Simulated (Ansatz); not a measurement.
Consider the formal exchange of groups at the Si–H bond: `[AlH2][SiH2][SiH3]` + `CO[CH2][GaH2]` → `[AlH2][SiH2][SiH2][GaH2]` + dimethyl ether.

Program: Ansatz. Geometries: PBE0-D4/def2-TZVP. ΔE: electronic, gas phase. CBS: MP2 limit from def2 TZ/QZ plus the TZ coupled-cluster correction, frozen cores. Functionals use def2-TZVPP. For Ga outer-core shells are correlated without core-valence functions, which leaves a few kJ/mol of doubt a bond. Scalar relativity is left out up to krypton. One conformer a species, not always the lowest.

```csv
level,ΔE (kcal/mol),difference from CCSD(T)/CBS
r2SCAN-D4,-15.4,-2.0
r2SCANh-D4,-15.4,-2.0
BHLYP-D4,-14.2,-0.8
BHLYP,-13.2,0.2
CAM-B3LYP,-12.2,1.2
MP2/def2-SVP,-12.3,1.1
CCSD/def2-SVP,-12.7,0.7
CCSD(T)/def2-SVP,-12.8,0.6
CCSD/def2-TZVPP,-13.0,0.4
MP2/def2-QZVPP,-12.7,0.7
CCSD(T)/CBS,-13.4,0
```

Largest T1 diagnostic among the species: 0.014.

Leaving LDA and LC-ωPBE aside and taking each functional with its dispersion term where it has one, the values, not all of them listed here, spread over 3.8 kcal/mol, from PBE-D4 to CAM-B3LYP-D4.
